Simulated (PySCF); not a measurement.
SMILES CO[Te][SiH3], singlet at its PBE0/def2-SVP optimised geometry (Å):

```
10

Te    -1.4223    -1.1457     0.0000
O     -1.5042     0.8717     0.0000
C     -1.5819     1.4938     1.2543
H     -0.7027     1.2905     1.8953
H     -1.6206     2.5797     1.0642
H     -2.4885     1.2143     1.8230
Si     1.0837    -1.1457     0.0000
H      1.6022    -0.3956     1.1819
H      1.6206    -0.5332    -1.2492
H      1.4968    -2.5797     0.0855
```

Method: PySCF 2.14.0 with PBE0/def2-TZVP, def2 effective core potentials past Kr. The core electrons that the potentials of Te replace are not part of the density. Cells within 0.4 Å of a nucleus heavier than hydrogen are left out (blank, or x).

Map of the electron localisation function on the plane z = 1.2 Å:

```
|00000000000000000000000000000|
|00000000000000000000000000000|
|00000000000000000000000000000|
|00000001477400000000000000000|
|00000016999950000000000000000|
|00000028999981000000000000000|
|00000028999971000000000000000|
|00000016999951000000000000000|
|00000124899852100000000000000|
|000024666xx665410000000000000|
|000047887xx687500000000000000|
|00003788732665200025410000000|
|00001355443321000599972000000|
|00000000011000003999997100000|
|00000000000000017999999200000|
|00000001344432128999999300000|
|00000246787765327999998200000|
|00001478888886425899984000000|
|00002589998886422466420000000|
|00001578999875311222100000000|
|00000368888863111343210000000|
|00000146777641002577520000000|
|00000013454310002799840000000|
|00000000111000002799730000000|
|00000000000000001466300000000|
|00000000000000000011000000000|
|00000000000000000000000000000|
|00000000000000000000000000000|
|00000000000000000000000000000|
```
Scale: ten equal steps from 0.000 (start of '0') to 1.000 (end of '9'), in the order '0123456789'; x runs from -5.00 to 5.00, y from -5.00 (bottom) to 5.00 (top).
